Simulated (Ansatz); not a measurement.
`OBS[SiH3]` and `BS[SiH3]` differ in one atom or group.

Ansatz, PBE0-D4/def2-TZVP geometries, multiplicity 1. Each molecule was computed in one conformer, which needn't be the lowest.

| property | `OBS[SiH3]` |
| --- | --- |
| size of the dipole moment (PBE/def2-TZVPP) / D | 1.96 |
| HOMO energy (B3LYP/def2-TZVPP) / eV | -7.64 |
| HOMO energy (PBE0/def2-TZVPP) / eV | -7.89 |
| ideal-gas entropy at 298 K and 1 bar (rigid rotor, harmonic PBE0-D4/def2-TZVP) / J/(mol·K) | 331 |
| HOMO–LUMO gap (ωB97M-V/def2-TZVPP) / eV | 11.66 |
| LUMO energy (B3LYP/def2-TZVPP) / eV | -0.52 |

**Question.** Give the same properties after the change, and the shifts. (Estimate.)

**Answer.** Ansatz gave: 
```json
{"property": "size of the dipole moment (PBE/def2-TZVPP) / D", "`BS[SiH3]`": "0.97", "shift": "-0.99"}
{"property": "HOMO energy (B3LYP/def2-TZVPP) / eV", "`BS[SiH3]`": "-8.02", "shift": "-0.38"}
{"property": "HOMO energy (PBE0/def2-TZVPP) / eV", "`BS[SiH3]`": "-8.27", "shift": "-0.38"}
{"property": "ideal-gas entropy at 298 K and 1 bar (rigid rotor, harmonic PBE0-D4/def2-TZVP) / J/(mol·K)", "`BS[SiH3]`": "308", "shift": "-23"}
{"property": "HOMO–LUMO gap (ωB97M-V/def2-TZVPP) / eV", "`BS[SiH3]`": "10.76", "shift": "-0.90"}
{"property": "LUMO energy (B3LYP/def2-TZVPP) / eV", "`BS[SiH3]`": "-1.76", "shift": "-1.24"}
```

With PBE0 the HOMO falls by 0.38 eV and the LUMO falls by 1.25 eV, so the gap narrows by about 0.87 eV. PBE moves the HOMO by -0.45 eV and ωB97M-V by -0.37 eV. The zero-point energy changes by -19.7 kJ/mol with -3 modes. Dipoles are sizes alone; their direction can turn. Modes under 60 cm⁻¹, often nearly free rotors, make the harmonic entropy too high.

B3LYP here is the variant with VWN-RPA as its local correlation; programs differ in this.
